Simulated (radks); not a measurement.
Sb III, 49 electrons, occupied as [Kr] 4d10 5s2 5p1. Method: scalar-relativistic Kohn-Sham, TASK exchange with Perdew-Wang LDA correlation, spin-unpolarised, spherical densities, finite nucleus; meta-GGA in the generalised Kohn-Sham scheme; Fermi nuclear charge, rms radius 4.6802 fm; computed with a radial shooting solver on a logarithmic mesh with Libxc functionals. Some entries of the table are withheld. Estimate them.

| orbital | occ. | eigenvalue (eV) | r(max) (bohr) |
|---|---|---|---|
| 1s | 2 | -30381.19 | 0.01835 |
| 2s | 2 | -4660.631 | 0.1037 |
| 2p | 6 | -4184.787 | 0.08306 |
| 3s | 2 | -936.1922 | (1) |
| 3p | 6 | -780.2829 | 0.2934 |
| 3d | 10 | -541.7021 | 0.2443 |
| 4s | 2 | -172.6428 | 0.7247 |
| 4p | 6 | -124.4117 | 0.7641 |
| 4d | 10 | -53.5299 | 0.8466 |
| 5s | 2 | -30.4990 | 1.853 |
| 5p | 1 | -19.8305 | (2) |

Answer. 
(1) 3s r(max) (bohr): 0.3000
(2) 5p r(max) (bohr): 2.140
